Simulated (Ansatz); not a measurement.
Consider the substitution at a C–S bond: `BCCS` + HBr → `BCCBr` + H₂S.

Program: Ansatz. Geometries: PBE0-D4/def2-TZVP. ΔE: electronic, gas phase. CCSD(T)/CBS adds triple-zeta CCSD(T) − MP2 to the extrapolated MP2 energy (def2 sets, frozen cores). This one scheme is used for every species. Functionals use def2-TZVPP. B3LYP here is the variant with VWN-RPA as its local correlation; programs differ in this. For Br outer-core shells are correlated without core-valence functions, which leaves a few kJ/mol of doubt a bond. Scalar relativity is left out up to krypton. Each species was taken in one conformer, which may not be the lowest.

```csv
level,ΔE (kcal/mol),difference from CCSD(T)/CBS
PBE-D4,-0.2,0.8
r2SCAN-D4,-0.4,0.6
PBE0-D4,-0.1,0.9
B3LYP-D4,-0.9,0.1
ωB97X-V,-0.5,0.5
ωB97M-V,-0.5,0.5
B2PLYP,-1.0,0.0
PBE,-0.1,0.9
r2SCAN,-0.5,0.5
PBE0,-0.1,0.9
B3LYP,-0.8,0.2
HF/def2-TZVPP,-1.4,-0.4
MP2/def2-TZVPP,-1.3,-0.3
SCS-MP2/def2-TZVPP,-1.5,-0.5
CCSD/def2-TZVPP,-1.3,-0.3
CCSD(T)/def2-TZVPP,-1.3,-0.3
HF/def2-QZVPP,-1.2,-0.2
MP2/def2-QZVPP,-1.1,-0.1
SCS-MP2/def2-QZVPP,-1.2,-0.2
HF/CBS(def2),-1.2,-0.2
MP2/CBS(def2),-1.0,0.0
CCSD/CBS(def2),-1.0,0.0
CCSD(T)/CBS,-1.0,0
```

Largest T1 diagnostic among the species: 0.010.

CCSD(T)/CBS has its own doubt, a few kJ/mol and more with outer-core shells, so smaller differences from it don't rank the levels.
